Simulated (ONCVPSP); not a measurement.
## Before and after: ONCV potential for S (Z = 16)

```
Element                 : sulfur
Generator               : ONCVPSP 4.0.1
Type                    : optimised norm-conserving Vanderbilt (ONCV)
Functional              : PBE
Relativity              : scalar-relativistic
Frozen core             : [Ne]
Valence charge          : 6
Reference configuration : 3s2 3p4
Partial waves           : 3s: rc 1.20 bohr, ncon 3, nbas 7, qcut 5.2 1/bohr, 3 projectors, debl 2.1 Ha; 3p: rc 1.45 bohr, ncon 4, nbas 8, qcut 6.2 1/bohr, 1 projector
Local potential         : polynomial inside 0.95 bohr (lpopt 5, dvloc0 0 Ha)
Core correction         : Teter function, fcfact 3.5, rcfact 1.45
```

Change: s: rc 1.72.

Cutoffs: the cutoffs (Ha) at which the residual kinetic energy of the hardest occupied pseudo-wave falls to 1 and 0.1 mHa per electron; they do not see the model core or the augmentation charge, which bear on the density cutoff. Errors are all-electron minus pseudo energies relative to the spin-unpolarised reference configuration.

Q: What does the change do?

A: The potential gets softer (13 Ha and 25 Ha → 11 Ha and 16 Ha); the bound ghost in s disappears; of the 4 tests that both files solve, the error grows in 3 and shrinks in 0 by more than 15 % and 0.3 meV (median size 13.6 → 26.6 meV). A larger radius leaves more room for a smooth pseudo-wave, so fewer plane waves are needed. More of the atom is replaced by a form fitted at one configuration, so other configurations suffer.

| quantity | base | changed |
| --- | --- | --- |
| cutoff, loose | 13 Ha | 11 Ha |
| cutoff, tight | 25 Ha | 16 Ha |
| loose cutoff by channel | s 13 Ha, p 8.9 Ha | s 11 Ha, p 8.9 Ha |
| bound ghosts | s | none |
| GHOST(+) flags under 300 eV | none | s at 211.7 eV |
| error for 3s2 3p3, meV [ΔE 11.77 eV] | +3.5 | +4.0 |
| error for 3s2 3p2, meV [ΔE 34.05 eV] | +21 | +26 |
| error for 3s2 3p1, meV [ΔE 68.09 eV] | +58 | +76 |
| error for 3s0 3p6, meV [ΔE 20.74 eV] | -5.8 | -27 |
| p: phases at 1.47 bohr within 0.05 rad from the reference energy up to (Ha; the scan ends near 5) | 2.2 | 2.2 |
| rms error of d²Exc/dni dnj with the model core, mHa | 0.77 | 1.03 |

Base: The cutoffs count occupied waves only; projector 2 of the s channel, the hardest unoccupied one, needs 75 Ha at the loose tolerance. A true bound ghost makes a file unfit for plane-wave use even where its test errors are small: the radial tests pick states by their node count and pass the ghost by.
